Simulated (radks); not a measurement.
Ionisation of neutral lutetium, [Xe] 4f14 5d1 6s2, to [Xe] 4f14 6s2 as the strength of local exchange is varied. All-electron calculation, scalar-relativistic Kohn-Sham, Slater X-alpha exchange (alpha = 2/3 is LDA exchange), no correlation, spin-unpolarised, spherical densities, point nucleus. Program: a radial shooting solver on a logarithmic mesh with Libxc functionals.

alpha = 0.572: E(Lu) (hartree) -14506.8145; exchange (hartree) -242.8797; IE (eV) 3.635; -e of the level emptied (eV) 0.511 (5d); <r> of it (bohr) 3.404
alpha = 0.608: E(Lu) (hartree) -14522.1792; exchange (hartree) -258.4733; IE (eV) 3.915; -e of the level emptied (eV) 0.684 (5d); <r> of it (bohr) 3.256
alpha = 0.634: E(Lu) (hartree) -14533.2873; exchange (hartree) -269.7577; IE (eV) 4.124; -e of the level emptied (eV) 0.820 (5d); <r> of it (bohr) 3.165
alpha = 0.667: E(Lu) (hartree) -14547.3998; exchange (hartree) -284.1068; IE (eV) 4.397; -e of the level emptied (eV) 1.005 (5d); <r> of it (bohr) 3.063
alpha = 0.696: E(Lu) (hartree) -14559.8143; exchange (hartree) -296.7415; IE (eV) 4.644; -e of the level emptied (eV) 1.178 (5d); <r> of it (bohr) 2.983
alpha = 0.829: E(Lu) (hartree) -14616.9006; exchange (hartree) -354.9819; IE (eV) 5.858; -e of the level emptied (eV) 2.085 (5d); <r> of it (bohr) 2.700
alpha = 0.895: E(Lu) (hartree) -14645.3209; exchange (hartree) -384.0628; IE (eV) 6.508; -e of the level emptied (eV) 2.597 (5d); <r> of it (bohr) 2.592

NIST Atomic Spectra Database: 5.426 eV (measured). The Delta-SCF value meets it near alpha = 0.78. Spin polarisation and multiplet splitting are left out, so open shells lie too high by an amount that depends on their filling. Spin-orbit splitting is averaged out at the scalar-relativistic level.

Beside tabulated values, note that spin-unpolarised runs miss the spin-polarisation part of the exchange energy of open shells.
